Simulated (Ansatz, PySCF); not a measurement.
C3H6N, SMILES `C=C[N+]C` (triplet; the order of the spin states depends on the level; C–C–N–C torsion 180°) (charge 1, multiplicity 3). This triplet lies 0.26 eV above the relaxed singlet at the level B3LYP-D3(BJ)/def2-TZVP (PySCF); other levels give the other order.

Method: Ansatz (an electronic-structure program) with frozen-core CCSD(T)/cc-pVTZ // B3LYP-D3(BJ)/def2-TZVP.

Ansatz 0.2 input:
```yaml
crystal:
  periodic: [false, false, false]
  atoms:
    - { symbol: C, position_ang: [1.907835, -0.176124, -0.607986] }
    - { symbol: C, position_ang: [0.733462, -0.492049, 0.072482] }
    - { symbol: N, position_ang: [-0.339982, 0.209374, 0.021903] }
    - { symbol: C, position_ang: [-1.670772, 0.456131, 0.384807] }
    - { symbol: H, position_ang: [1.970815, 0.704498, -1.231896] }
    - { symbol: H, position_ang: [2.76634, -0.823736, -0.508125] }
    - { symbol: H, position_ang: [0.681192, -1.388017, 0.703758] }
    - { symbol: H, position_ang: [-1.745683, 1.410319, 0.913459] }
    - { symbol: H, position_ang: [-2.309263, 0.453485, -0.502779] }
    - { symbol: H, position_ang: [-1.993941, -0.353876, 1.06056] }
basis:
  gaussian: { orbitals: cc-pVTZ }
correlation:
  method: ccsd_t
total_charge: 1
magnetization:
  spin_polarized: true
  initial_magnetization: 2
```

Output:

```
Functional definition: HF
1158 factors; integrals over basis functions are off by at most 9.5e-4 eV
mean field evaluation 1: about -4656.1095 eV, gradient 2.5e1 eV
mean field evaluation 2: about -4656.1144 eV, gradient 2.5e1 eV
mean field evaluation 4: about -4660.5237 eV, gradient 4.5e0 eV
mean field evaluation 8: about -4660.8925 eV, gradient 3.4e-1 eV
mean field evaluation 16: about -4659.7590 eV, gradient 1.2e1 eV
mean field evaluation 32: about -4657.5494 eV, gradient 3.4e0 eV
mean field evaluation 64: about -4657.3101 eV, gradient 4.0e0 eV
mean field evaluation 96: about -4657.7483 eV, gradient 7.2e-2 eV
mean field -4660.89772022 eV, -171.2848319481 hartree, gradient 7.1e-6 eV, S^2 2.186833; 3 other end points of the search recorded, 0 dependent functions left out
determinant -4660.89772022 eV, -171.2848319481 hartree, with singles and doubles -4679.16567912 eV, -171.9561670552 hartree
determinant -4657.75140063 eV, -171.1692068357 hartree, with singles and doubles -4675.82460920 eV, -171.8333850005 hartree
4 core orbitals not correlated
reference -4660.89772022 eV, -171.2848319481 hartree; 12, 10 occupied and 188, 190 virtual orbitals, 1158 factors
second order -16.56408860 eV of doubles, -0.00000000 eV of singles
cycle   1  -18.01019855 eV  change    -1.6e0 eV  update   2.6e-2
cycle   2  -18.05452297 eV  change   -4.4e-2 eV  update   6.2e-3
cycle   3  -18.05595409 eV  change   -1.4e-3 eV  update   2.8e-3
cycle   4  -18.06015815 eV  change   -4.2e-3 eV  update   1.2e-3
cycle   5  -18.06186496 eV  change   -1.7e-3 eV  update   5.7e-4
cycle   6  -18.06262647 eV  change   -7.6e-4 eV  update   2.1e-4
cycle   7  -18.06284005 eV  change   -2.1e-4 eV  update   8.6e-5
cycle   8  -18.06289206 eV  change   -5.2e-5 eV  update   5.0e-5
cycle   9  -18.06287285 eV  change    1.9e-5 eV  update   2.6e-5
cycle  10  -18.06286951 eV  change    3.3e-6 eV  update   1.2e-5
perturbative correction -0.73968528 eV, -0.0271829328 hartree
Total energy: -4679.70027501 eV, -171.9758130918 hartree
```
